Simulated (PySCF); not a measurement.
## Be⁺: excitation energy

Be⁺ [He] 2s1 (2S) → Be⁺ [He] 3d1 (2D), as a difference of total energies. All numbers are calculated (PySCF 2.14, the spin-free X2C one-electron Hamiltonian (Gaussian nucleus), in dyall-acv3z). Correlated levels: valence and next inner shell: nothing frozen; virtual orbitals above 40 to 60 times the deepest correlated orbital energy dropped. The calculations carry no spin-orbit coupling.

| method | excitation energy (eV) |
| --- | --- |
| UHF | 12.184 |
| MP2 (valence and next inner shell) | 12.245 |
| SCS-MP2 (valence and next inner shell) | 12.238 |
| CCSD (valence and next inner shell) | 12.253 |
| CCSD(T) (valence and next inner shell) | 12.253 |

**Question.** How much does correlation contribute at CCSD(T) (valence and next inner shell)?

**Answer.** 12.253 − (12.184) = 0.069 eV, measured against UHF.

Errors of the correlated levels include the incompleteness of this basis.

The promoted electron is Rydberg-like, and one or two diffuse shells describe it only roughly, which tends to raise the upper state.

For comparison: 12.157 eV (measured; NIST levels, between the centres of gravity of the two terms).
